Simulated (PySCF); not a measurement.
Compound: C2H8BNO2.
SMILES: `CN(C)B(O)O`

Jobs on this species (14 atoms, 48 electrons) with PySCF (density fitting). Hardware of each: one thread of an Arm Neoverse V1, no GPU (shared host). Times come from a shared host and carry two figures at best. Peak memory is the resident size of the whole Python process, interpreter and libraries included.

```json
{"level and settings": "delta-SCF UKS B3LYP, pcX-2 on the ionised atom, pcseg-1 elsewhere, spin-free X2C", "work": "ΔSCF core ionisation, 4 holes", "basis functions": "155", "SCF cycles": "?", "wall time": "?", "peak memory": "?"}
{"level and settings": "PBE0-D3(BJ)/def2-SVP, grid level 1", "work": "geometry optimisation from a GFN2-xTB start shaken at random", "basis functions": "124", "SCF cycles": "?", "wall time": "?", "peak memory": "?"}
{"level and settings": "delta-SCF UKS PBE, pcX-2 on the ionised atom, pcseg-1 elsewhere, spin-free X2C", "work": "ΔSCF core ionisation, 4 holes", "basis functions": "155", "SCF cycles": "64", "wall time": "19 s", "peak memory": "0.58 GiB"}
{"level and settings": "delta-SCF UKS SCAN, def2-TZVP on the ionised atom, pcseg-1 elsewhere, spin-free X2C", "work": "ΔSCF core ionisation, 4 holes", "basis functions": "141", "SCF cycles": "68", "wall time": "31 s", "peak memory": "0.48 GiB"}
{"level and settings": "delta-SCF UKS SCAN, pcX-2 on the ionised atom, pcseg-1 elsewhere, non-relativistic", "work": "ΔSCF core ionisation, 4 holes", "basis functions": "155", "SCF cycles": "69", "wall time": "33 s", "peak memory": "0.61 GiB"}
{"level and settings": "delta-SCF UKS SCAN, pcX-1 on the ionised atom, pcseg-1 elsewhere, spin-free X2C", "work": "ΔSCF core ionisation, 4 holes", "basis functions": "134", "SCF cycles": "67", "wall time": "28 s", "peak memory": "0.46 GiB"}
{"level and settings": "delta-SCF UKS HF, pcX-2 on the ionised atom, pcseg-1 elsewhere, spin-free X2C", "work": "ΔSCF core ionisation, 4 holes", "basis functions": "155", "SCF cycles": "60", "wall time": "20 s", "peak memory": "0.55 GiB"}
{"level and settings": "delta-SCF UKS SCAN, pcX-2 on the ionised atom, pcseg-1 elsewhere, spin-free X2C", "work": "ΔSCF core ionisation, 4 holes", "basis functions": "155", "SCF cycles": "69", "wall time": "33 s", "peak memory": "0.55 GiB"}
{"level and settings": "delta-SCF UKS PBE0, pcX-2 on the ionised atom, pcseg-1 elsewhere, spin-free X2C", "work": "ΔSCF core ionisation, 4 holes", "basis functions": "155", "SCF cycles": "59", "wall time": "33 s", "peak memory": "0.69 GiB"}
```

Question: Fill in the missing figures.

Answer: 
- delta-SCF UKS B3LYP, pcX-2 on the ionised atom, pcseg-1 elsewhere, spin-free X2C; ΔSCF core ionisation, 4 holes: 34 s, 0.64 GiB, 60 SCF cycles
- PBE0-D3(BJ)/def2-SVP, grid level 1; geometry optimisation from a GFN2-xTB start shaken at random: 34 s, 0.49 GiB, 37 SCF cycles

Question: What do all jobs in the table cost together?

Answer: About 4.4 min; the longest takes about 13 % of that, and about 1.8 times as long as the shortest.
